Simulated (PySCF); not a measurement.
Geometry (Å), atoms numbered from 1 in this order:
```xyz
8

B     0.3480    1.1557   -0.9386
Cl    1.9264    0.9819   -0.1905
Cl    0.0965    2.3941   -2.1543
S    -1.0398    0.1187   -0.5221
C    -0.3844   -1.0080    0.7398
H     0.4613   -1.5858    0.3456
H    -1.2025   -1.6900    1.0048
H    -0.0674   -0.4522    1.6316
```

- geometry: PBE0-D3(BJ)/def2-SVP
- B3LYP/pcSseg-1 with gauge-including orbitals
- program: PySCF 2.14
- relativity neglected, gas phase, one conformer, equivalent nuclei averaged

Referencing at the same level of theory: ¹³C and ¹H against TMS; ¹¹B vs BF3·OEt2; HCl for ³⁵Cl; CS2 for ³³S.

```
   atoms  nucleus  count  δ (ppm)
 Cl2/Cl3     ³⁵Cl      2      228
      S4      ³³S      1        ?
H6/H7/H8       ¹H      3     2.19
      C5      ¹³C      1        ?
      B1      ¹¹B      1     59.4
```

Problem. Complete the table.

Solution. 
- C5: 19.4 ppm, carbon bonded to S, 3 H
- S4: 50 ppm, sulfur bonded to C, B

Shifts are as computed. Against solution values, carbons near 30 ppm lie about +2 ppm off and those near 130 ppm about +6 ppm. Of 1211 compounds with measured shifts, 218 miss one by over three times the rms of a fit or turn the order of signals round; such compounds aren't used in these exercises.
